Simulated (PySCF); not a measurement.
# `C=CC1=C[C@@H](C)[C@@H]1F`, C$_{7}$H$_{9}$F

Geometry (Å), atoms numbered from 1 in this order:
```xyz
17

C     2.995   -0.215   -0.062
C     1.909   -0.859   -0.479
C     0.574   -0.376   -0.267
C    -0.661   -0.794   -0.591
C    -1.364    0.398    0.008
C    -2.376    0.130    1.110
C     0.055    0.854    0.449
F     0.459    2.069   -0.048
H     3.986   -0.597   -0.238
H     2.924    0.724    0.462
H     1.987   -1.797   -1.014
H    -1.046   -1.667   -1.083
H    -1.783    1.075   -0.740
H    -1.949   -0.527    1.865
H    -3.260   -0.350    0.696
H    -2.677    1.061    1.585
H     0.221    0.884    1.530
```

Method: TDDFT PBE0/def2-SVPD circular dichroism and optical rotation, one conformer, gas phase in PySCF. Geometry: GFN2-xTB.

The molecule is flexible and this is one conformer; a measurement averages over conformers. States above about 6.8 eV (minus the energy of the highest occupied orbital) lie near or above the ionisation threshold and depend on the basis.

(1) Draw the ECD and absorption spectra from the lowest 16 states, each a Gaussian of half-width 0.25 eV at 1/e height.

Answers

(1) 
```
E (eV)  λ (nm)  Δε (L mol⁻¹ cm⁻¹)  ε (L mol⁻¹ cm⁻¹)
  5.02     247              -0.20               707
  5.12     242              -0.86              2980
  5.22     237              -2.65              9140
  5.32     233              -5.89             20300
  5.42     229              -9.52             32900
  5.52     224             -11.17             38600
  5.62     220              -9.50             32900
  5.72     217              -5.78             20400
  5.82     213              -2.35              9190
  5.92     209              -0.32              3080
  6.02     206              +0.21               869
  6.12     202              -0.92               348
  6.22     199              -4.10               322
  6.32     196              -9.10               466
  6.42     193             -14.63               759
  6.52     190             -18.25              1170
  6.62     187             -17.18              1560
  6.72     184             -11.01              1780
  6.82     182              -3.40              1850
  6.92     179              +1.23              1910
  7.02     177              +2.17              2030
  7.12     174              +1.74              2140
  7.22     172              +2.27              2190
  7.32     169              +4.98              2270
  7.42     167              +9.59              2580
  7.52     165             +13.00              3130
  7.62     163             +10.73              3490
  7.72     161              +1.79              3220
  7.82     158              -9.22              2430
  7.92     156             -16.05              1580
  8.02     155             -15.08               984
  8.12     153              -5.91               701
  8.22     151              +9.56               732
  8.32     149             +27.12              1020
```
Δε uses R in velocity form, ε uses f in length form. Only the states computed contribute, so the short-wavelength end is incomplete.
